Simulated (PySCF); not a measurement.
# Cs⁺ (caesium, charge +1): UHF calculation

Configuration: [Xe], closed-shell 1S. Calculation: PySCF 2.14, in x2c-TZVPPall (11s7p6d2f1g, 85 functions); scalar relativity by spin-free X2C-1e.

| Property | Result |
| --- | --- |
| Total energy | -7782.937205 hartree |
| One-electron energy | -10632.2592 hartree |
| Hartree (Coulomb) energy | 3040.6653 hartree |
| Exchange energy | -191.3434 hartree |
| ⟨S²⟩ | 0.0000 |
| ⟨L²⟩ | 0.000 |
| Sum of ⟨r⟩ | 36.16 bohr |
| Sum of ⟨r²⟩ | 51.25 bohr² |
| Langevin diamagnetic susceptibility | -40.6 ×10⁻⁶ cm³/mol |

```json
{"shell": "1s", "electrons": "2", "mean orbital energy (eV)": "-36162.5", "rms radius, mean of both spins (bohr)": "0.0298"}
{"shell": "2s", "electrons": "2", "mean orbital energy (eV)": "-5780.5", "rms radius, mean of both spins (bohr)": "0.121"}
{"shell": "2p", "electrons": "6", "mean orbital energy (eV)": "-5183.3", "rms radius, mean of both spins (bohr)": "0.108"}
{"shell": "3s", "electrons": "2", "mean orbital energy (eV)": "-1250.2", "rms radius, mean of both spins (bohr)": "0.318"}
{"shell": "3p", "electrons": "6", "mean orbital energy (eV)": "-1053.0", "rms radius, mean of both spins (bohr)": "0.318"}
{"shell": "3d", "electrons": "10", "mean orbital energy (eV)": "-761.52", "rms radius, mean of both spins (bohr)": "0.296"}
{"shell": "4s", "electrons": "2", "mean orbital energy (eV)": "-258.74", "rms radius, mean of both spins (bohr)": "0.738"}
{"shell": "4p", "electrons": "6", "mean orbital energy (eV)": "-192.87", "rms radius, mean of both spins (bohr)": "0.788"}
{"shell": "4d", "electrons": "10", "mean orbital energy (eV)": "-93.430", "rms radius, mean of both spins (bohr)": "0.902"}
{"shell": "5s", "electrons": "2", "mean orbital energy (eV)": "-40.541", "rms radius, mean of both spins (bohr)": "1.88"}
{"shell": "5p", "electrons": "6", "mean orbital energy (eV)": "-23.459", "rms radius, mean of both spins (bohr)": "2.22"}
```

Spin-orbit coupling, which splits the p, d and f shells strongly at this Z, is absent.

Densities and radii are taken from the X2C orbitals without a picture-change correction, which distorts them close to the nucleus.
